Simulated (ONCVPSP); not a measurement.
An all-electron radial function and its pseudo partner (H)

Columns: radius, all-electron u(r) and pseudo u(r) of the 1s shell (level -6.35 eV) of hydrogen in the configuration 1s1; LDA (Perdew-Wang 92), scalar-relativistic, ONCV scheme, ONCVPSP 4.0.1.

```tsv
r (bohr)	all-electron	pseudo
0.060	0.1046	0.0846
0.120	0.1971	0.1672
0.180	0.2783	0.2463
0.240	0.3496	0.3206
0.300	0.4115	0.3888
0.360	0.4652	0.4504
0.420	0.5114	0.5048
0.480	0.5508	0.5517
0.540	0.5840	0.5911
0.600	0.6118	0.6228
0.660	0.6347	0.6473
0.720	0.6532	0.6653
0.780	0.6676	0.6778
0.840	0.6786	0.6859
0.900	0.6864	0.6909
0.960	0.6914	0.6936
1.020	0.6938	0.6947
1.080	0.6941	0.6943
1.140	0.6923	0.6924
1.200	0.6889	0.6889
1.260	0.6838	0.6838
1.320	0.6775	0.6775
1.380	0.6700	0.6699
1.440	0.6614	0.6614
1.500	0.6519	0.6519
1.560	0.6417	0.6417
```

(1) How many radial nodes do the two functions have?

(2) At about which radius was the pseudo-wave matched?

(3) Is the pseudo-wave norm-conserving?

Answers

(1) The all-electron 1s function has n − l − 1 = 0; the pseudo-wave has 0.

(2) 1.20 bohr. The columns agree to 0.0005 from 1.08 bohr on; several derivatives are matched, so the curves merge somewhat inside the radius.

(3) Yes: the ONCV scheme keeps the norm inside the radius equal to the all-electron one, which fixes the energy derivative of the logarithmic derivative at the level.
